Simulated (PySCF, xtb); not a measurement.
Al(H)(PH2)2 (AlH₅P₂), SMILES [PH2][AlH][PH2].

GFN2-xTB (xtb) at its own geometry gives an orbital gap of 3.23 eV and a dipole moment of 1.34 D.

Coordinates come from a ωB97X-D3(BJ)/def2-SVP optimisation. The values are those of a single conformer.

Problem. What does r2SCAN/def2-TZVPD run with PySCF give? (Estimate from the structure and the level; the computed values follow.)

Solution. gap 4.14 eV (levels -6.21 and -2.08 eV), dipole 1.16 D.
